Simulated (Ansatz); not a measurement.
One change: `SBS` becomes `SB(S)S`.

Ansatz, PBE0-D4/def2-TZVP geometries, multiplicity 1. Each molecule was computed in one conformer, which needn't be the lowest.

```json
{"property": "HOMO energy (B3LYP/def2-TZVPP) / eV", "`SBS`": "-7.32"}
{"property": "size of the dipole moment (PBE/def2-TZVPP) / D", "`SBS`": "0.75"}
{"property": "HOMO–LUMO gap (PBE/def2-TZVPP) / eV", "`SBS`": "4.60"}
{"property": "HOMO energy (PBE/def2-TZVPP) / eV", "`SBS`": "-6.43"}
{"property": "zero-point energy (PBE0-D4/def2-TZVP) / kJ/mol", "`SBS`": "85.4"}
{"property": "LUMO energy (ωB97M-V/def2-TZVPP) / eV", "`SBS`": "1.06"}
```

(1) Give the same properties after the change, and the shifts. (An estimate is asked.)

Answers

(1) The calculation gave: 
```tsv
property	`SB(S)S`	shift
HOMO energy (B3LYP/def2-TZVPP) / eV	-7.29	0.03
size of the dipole moment (PBE/def2-TZVPP) / D	1.53	0.78
HOMO–LUMO gap (PBE/def2-TZVPP) / eV	4.77	0.17
HOMO energy (PBE/def2-TZVPP) / eV	-6.36	0.07
zero-point energy (PBE0-D4/def2-TZVP) / kJ/mol	88.1	2.7
LUMO energy (ωB97M-V/def2-TZVPP) / eV	1.21	0.15
```

The zero-point energy changes by 2.7 kJ/mol with +3 modes. Dipoles are sizes alone; their direction can turn.

B3LYP here is the variant with VWN-RPA as its local correlation; programs differ in this.
